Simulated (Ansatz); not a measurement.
**Relative stability**

The two ends of one reaction step of CH₉AsSi, singlet (PBE0-D4/def2-TZVP).

A:

```tsv
atom	x (Å)	y (Å)	z (Å)
Si1	-1.4571	0.5664	0.1332
C2	0.1680	1.4899	0.1839
H3	-1.6663	-0.0645	-1.1986
H4	-1.4911	-0.5066	1.1639
H5	-2.5946	1.4915	0.3901
H6	0.3694	-1.9617	-1.0985
As7	1.5186	-2.6237	-0.3526
H8	0.3221	1.9491	1.1629
H9	1.0023	0.8125	-0.0105
H10	0.1872	2.2808	-0.5691
H11	1.1555	-1.9164	0.9447
H12	2.4861	-1.5173	-0.7492
```

B:

Si1  (-1.737, -1.155, -0.317)
C2  (1.257, 1.893, 0.416)
H3  (-2.434, -1.292, -1.622)
H4  (-2.595, -1.736, 0.748)
H5  (-1.518, 0.286, -0.032)
H6  (1.565, 0.857, 0.274)
As7  (0.262, -2.415, -0.417)
H8  (0.600, 1.960, 1.283)
H9  (2.136, 2.517, 0.576)
H10  (0.723, 2.237, -0.469)
H11  (0.799, -1.777, 0.857)
H12  (0.943, -1.375, -1.296)
(Å)

Computed with Ansatz 0.2.0 (basis: def2-TZVPP); correlated methods freeze the cores. Filled d shells of the heavier atoms are correlated. The def2 sets are not built for correlating such inner shells, so the correlated values are less sure here. B3LYP uses VWN-RPA correlation.

Question: Which structure is lower at CCSD(T), and by how much? (An estimate is asked for; the value comes from the calculation.)

Answer: By the calculation: B, by 8.01 kcal/mol (electronic energy, against the other). By their contacts, A is a complex of CH₆Si ([CH3][SiH3]) + AsH₃ and B is a complex of SiAsH₅ ([SiH3][AsH2]) + CH₄.

All methods give the same order:

```
      method  E(B) − E(A) (kcal/mol)
       SPW92                   -7.94
      PBE-D4                   -9.47
     BLYP-D4                   -8.52
   r2SCAN-D4                   -8.88
      B97M-V                   -7.62
     PBE0-D4                   -9.22
    B3LYP-D4                   -8.40
  r2SCAN0-D4                   -8.85
    BHLYP-D4                   -8.25
CAM-B3LYP-D4                   -7.36
     wB97X-V                   -7.79
     wB97M-V                   -7.56
      B2PLYP                   -8.48
    PBE-QIDH                   -8.89
  RPA on PBE                   -7.42
          HF                   -7.72
         MP2                   -8.53
        CCSD                   -7.82
     CCSD(T)                   -8.01
```

The T1 diagnostic stays at or below 0.011.

Labels in which every atom is bracketed show which atoms are joined, not bond orders.

For scale, one of the runs: CCSD(T)/def2-TZVPP, 247 basis functions, launched by `ansatz run in.yaml --threads 4 --pin off --events-out ev --progress --plain --max-ram 9574MiB`. Hardware: 4 CPU threads of an Intel Xeon, shared host. Wall time 2.7 min; peak host memory 4.9 GiB.
